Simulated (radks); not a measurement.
Results of a calculation; reference values are marked as such.
All-electron atom: Ag II in [Kr] 4d8 5s1 5p1 (not the ground configuration). Level of theory: scalar-relativistic Kohn-Sham, r2SCAN, spin-polarised, spherical densities, finite nucleus; open shells are filled with parallel spins first (spin-orbit coupling, left out, can overturn this in heavy ions); meta-GGA in the generalised Kohn-Sham scheme; Fermi nuclear charge, rms radius 4.5454 fm (a radial shooting solver on a logarithmic mesh with Libxc functionals).

X-ray form factor f0, the Fourier transform of the density (f0(0) = 46):

sin(theta)/lambda (1/angstrom),f0 (electrons)
0.05,45.195
0.1,43.118
0.15,40.428
0.2,37.606
0.25,34.869
0.3,32.300
0.4,27.818
0.5,24.310
0.6,21.676
0.8,18.039
1,15.273
1.25,12.207
1.5,9.675
2,6.638
